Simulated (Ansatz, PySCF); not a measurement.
Bi(Me)(OH)2 (CH5BiO2), SMILES [CH3][Bi]([OH])[OH].

Geometry optimised at B3LYP-D3(BJ)/def2-SVP. The structure was generated by enumeration; whether it is a known compound was not checked. The def2 effective core potentials stand for the cores of Bi; spin–orbit coupling is left out. One conformer was computed; it need not be the lowest.

Vertical ionisation energy (IE) and electron affinity (EA) in eV. Rows of orbital energies are one-electron estimates. Where ΔSCF, EOM or ADC give a negative EA the extra electron is unbound and the value depends on the basis.

| level | IE | EA |
|---|---|---|
| −ε(HOMO), −ε(LUMO), HF/def2-TZVP (PySCF) | 10.15 | -2.00 |
| −ε(HOMO), −ε(LUMO), PBE/def2-TZVP (PySCF) | 6.38 | 1.57 |
| ΔSCF, CAM-B3LYP/def2-SVPD (Ansatz), final states of multiplicity 2 and 2 | 9.92 | -0.61 |
| ΔSCF, PBE/def2-SVPD (Ansatz), final states of multiplicity 2 and 2 | 9.40 | -0.58 |

Problem. What vertical singlet–triplet gap does ΔSCF give with CAM-B3LYP/def2-SVPD (Ansatz, an electronic-structure program) and with PBE/def2-SVPD (Ansatz)? (Estimate from the structure and the level; the computed values follow.)

Solution. 5.00 and 4.73 eV (triplet above singlet where positive).
